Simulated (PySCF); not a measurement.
Calculation: r2SCAN-D4/def2-TZVP run with PySCF. Gas-phase values, no solvent. One relaxed conformer stands for a flexible species; it need not be the lowest. Excitations are Tamm–Dancoff values on a coarser integration grid. The basis has no diffuse functions, so Rydberg states are missing or too high.

Reference species (SMILES): `N=C=CN` (neutral, multiplicity 1).

The HOMO comes out as -4.82 eV, the LUMO is -1.23 eV and the T1 excitation (TDA) is 3.09 eV.

Changed species: `[H]/N=C\C=N/[H]` (N–C–C–N torsion 180°).

### Question
Predict the effect on the HOMO, LUMO and T1 excitation (TDA).

### Answer
the HOMO falls by 1.80 eV, to -6.62 eV; the LUMO falls by 1.80 eV, to -3.03 eV; the T1 excitation (TDA) falls by 0.06 eV, to 3.03 eV.
